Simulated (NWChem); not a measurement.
# GaSiH3Cl2; SMILES [Ga]([SiH3])([Cl])[Cl]

```xyz
7

Ga    -0.0024     0.0227     0.0074
Cl    -1.7772     1.2379    -0.0037
Cl     1.8115     1.1793    -0.0037
Si    -0.0299    -2.3726    -0.0032
H      1.0864    -2.8847     0.8439
H      0.1628    -2.8288    -1.4126
H     -1.3404    -2.8652     0.5110
```
Atoms are numbered in this order, from 1.

Geometry: optimised at PBE0/def2-SVP.

Task: List the 4 lowest vertical singlet excitations from PBE0/def2-SVPD, TDA (NWChem).

Result: 
```csv
state,energy (eV),oscillator strength,leading excitation (squared amplitude)
S1,5.24,0.016,HOMO → LUMO (0.97)
S2,5.58,0.000,HOMO−1 → LUMO (0.99)
S3,6.09,0.020,HOMO−2 → LUMO (0.87)
S4,6.34,0.170,HOMO → LUMO+1 (0.69)
```
